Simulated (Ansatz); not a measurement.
`Cl[SiH]1C[Te]1` + `C=CCCO` → `O[SiH]1C[Te]1` + `C=CCCCl`  (formal exchange of groups at the Si–Cl bond)

Computed with Ansatz on PBE0-D4/def2-TZVP structures; ΔE is electronic, products minus reactants. CCSD(T)/CBS adds triple-zeta CCSD(T) − MP2 to the extrapolated MP2 energy (def2 sets, frozen cores). DFT in def2-TZVPP. Elements past krypton have def2 core potentials. For Te outer-core shells are correlated without core-valence functions, which leaves a few kJ/mol of doubt a bond. Each species was taken in one conformer, which may not be the lowest.

```
             level  ΔE (kJ/mol)  difference from CCSD(T)/CBS
         r2SCAN-D4        -26.4                          4.0
           PBE0-D4        -22.8                          7.6
           ωB97X-V        -26.6                          3.8
           ωB97M-V        -27.7                          2.7
            B2PLYP        -32.4                         -2.0
              PBE0        -23.8                          6.6
     HF/def2-TZVPP        -35.1                         -4.7
    MP2/def2-TZVPP        -32.5                         -2.1
CCSD(T)/def2-TZVPP        -29.7                          0.7
     HF/def2-QZVPP        -35.8                         -5.4
       CCSD(T)/CBS        -30.4                            0
```

Largest T1 diagnostic among the species: 0.012.
